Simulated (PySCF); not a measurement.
# One molecule, several mistakes: AlBCH4N cation

All numbers below are calculated, not measured. The program is PySCF 2.14.0, an open-source quantum chemistry code, run on an isolated molecule that a program drew, which may never have been made. The molecule is AlBCH4N cation (charge +1, singlet), drawn as the SMILES string `CN=[B][AlH+]`.

Each row is a Hartree-Fock (HF) and frozen-core CCSD(T) single point in the cc-pV(D+d)Z basis, meant for a local HF minimum. Run 1 is clean. Each other run has one planted mistake out of seven kinds, and not every kind appears here: one electron removed, one electron added, multiplicity raised by two, geometry at a saddle point, minimal basis STO-3G, one bond length entered in bohr, all coordinates scaled. The reference is restricted for singlets and unrestricted otherwise, and also for a bond in bohr. Adding or removing an electron swaps singlet and doublet. Electrons count all cores. HOMO and LUMO are orbital energies over both spins, the gradient is its largest component, and the lowest frequency (negative if imaginary) is given only where the gradient is small. Bond lengths are over the 7 bonds as drawn. T1 is the CCSD diagnostic: over 0.02 (restricted) or 0.045 (unrestricted) a single reference is doubtful.

Geometry of the clean run:
```xyz
8
AlBCH4N cation, angstrom
C     0.5826    0.3209   -0.5224
N     1.0772    0.5003    0.7989
B     1.5005    0.6537    1.9302
Al    2.2096    0.9105    3.8246
H     0.7088    1.2408   -1.0910
H    -0.4749    0.0640   -0.4882
H     1.1297   -0.4816   -1.0146
H     2.7459    1.1051    5.2582
```

```
run,electrons,basis functions,<S^2>,HOMO (eV),LUMO (eV),gradient (hartree/bohr),lowest frequency (cm^-1),mean bond (Å),longest bond (Å),T1,HF (hartree),CCSD(T) (hartree),mistake
1,34,85,0.000,-15.33,-5.00,1.3e-05,124,1.3554,2.039,0.0188,-360.98713,-361.46938,no fault
2,35,85,0.782,-6.02,0.38,3.1e-02,-,1.3554,2.039,0.0186,-361.18926,-361.67759,one electron added
3,34,85,2.027,-11.43,-5.97,1.7e-01,-,1.3554,2.039,0.0223,-360.89279,-361.32808,multiplicity raised by two
4,33,85,0.769,-22.56,-12.22,1.1e-01,-,1.3554,2.039,0.0313,-360.49335,-360.92135,one electron removed
5,34,85,1.032,-14.97,-5.62,1.6e-02,-,1.5516,2.916,0.0469,-360.89756,-361.36039,?
6,34,28,0.000,-13.77,0.22,7.5e-02,-,1.3554,2.039,0.0174,-356.71014,-356.95855,?
```

**Which mistake was planted in run 5, and what did it cost?**

The mean bond changes by a factor of 1.145 and the longest by 1.430, so the molecule wasn't scaled as a whole. A length L in bohr read as angstrom grows by (1/0.5292 - 1) L = 0.890 L. The 7 bonds together grew by 7 x 0.1962 = 1.373 Å, which gives L = 1.544 Å. That is bond Al4-H8, 1.543 Å in the clean geometry. So the mistake is: one bond length entered in bohr. Subtracting run 1 and multiplying by 627.51 kcal/mol a hartree, the energy moved by 56.2 kcal/mol in HF and 68.4 kcal/mol in CCSD(T).

**Which mistake was planted in run 6, and what did it cost?**

It has 28 basis functions where the clean run has 85, with the same electrons and geometry. So the mistake is: minimal basis STO-3G. Subtracting run 1 and multiplying by 627.51 kcal/mol a hartree, the energy moved by 2683.9 kcal/mol in HF and 2830.6 kcal/mol in CCSD(T).

Cautions from the logs. Run 5: T1 is over the limit, so its CCSD(T) energy is less reliable.
